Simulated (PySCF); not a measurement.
tert-butylarsine (C₄H₁₁As), SMILES CC(C)(C)[AsH2]. Geometry: PBE0-D3(BJ)/def2-SVP.

Method: PBE0-D3(BJ)/def2-SVP run with PySCF 2.14.0.

Harmonic wavenumbers (cm⁻¹): 155, 231, 247, 251, 284, 293, 294, 380, 382, 543, 735, 749, 845, 953, 955, 957, 994, 1037, 1037, 1196, 1245, 1251, 1381, 1381, 1405, 1447, 1452, 1454, 1472, 1475, 1483, 2199, 2213, 3030, 3034, 3038, 3121, 3123, 3125, 3142, 3144, 3152. Rotational constants (GHz): 4.382, 1.973, 1.970; symmetry number 1.

Question: Work out the zero-point energy and the ideal-gas rigid-rotor harmonic-oscillator thermochemistry at 298.15 K and 1 atm.

Answer: ZPE = ½ Σ hcν = ½ × 60283 cm⁻¹ = 86.18 kcal/mol. H − E(el) = 91.61 kcal/mol. Entropy in cal/(mol K): translation 40.59, rotation 27.34, vibration 16.55, total 84.48. G − E(el) = 66.42 kcal/mol. Cp = 30.26 cal/(mol K).
